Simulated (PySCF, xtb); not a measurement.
BeHCl, SMILES [BeH][Cl].

GFN2-xTB (xtb) at its own geometry gives an orbital gap of 6.44 eV and a dipole moment of 0.17 D.

The structure is a stationary point at PBE0-D3(BJ)/def2-TZVPD.

Question: What does M06-2X/def2-TZVPD in PySCF give? (An estimate is asked for; the answer gives what the named calculation found.)

Answer: gap 10.80 eV (levels -10.90 and -0.11 eV), dipole 0.55 D.
